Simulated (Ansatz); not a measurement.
`C=[C](F)[InH2]` + H₂S → `C=C(F)S` + `[InH3]`  (substitution at a C–In bond)

Calculated with Ansatz (gas phase, PBE0-D4/def2-TZVP geometries, no zero-point term in ΔE). CCSD(T)/CBS is the MP2 limit (def2-TZVPP, def2-QZVPP) plus CCSD(T) − MP2 in def2-TZVPP, frozen cores. This one scheme is used for every species. Functionals use def2-TZVPP. B3LYP here is the variant with VWN-RPA as its local correlation; programs differ in this. def2 core potentials past Kr. For In outer-core shells are correlated without core-valence functions, which leaves a few kJ/mol of doubt a bond. One conformer a species, not always the lowest.

| level | ΔE (kJ/mol) |
| --- | --- |
| r2SCANh-D4 | 26.4 |
| PBE0 | 26.8 |
| B3LYP | 31.9 |
| HF/CBS(def2) | 34.2 |

Problem. What does CCSD(T)/CBS give? (Best estimate.)

Solution. Computed: +41.0 kJ/mol. The listed levels differ from it by -14.6, -14.2, -9.1, -6.8 kJ/mol.

Largest T1 diagnostic among the species: 0.014.

At CCSD(T), def2-SVP lies −6.1 kJ/mol from the extrapolated value and def2-TZVPP −1.0 kJ/mol. In def2-TZVPP, CCSD(T) changes the Hartree–Fock value by +6.4 kJ/mol (the triples alone add −0.0 kJ/mol) and MP2 by +5.8 kJ/mol.
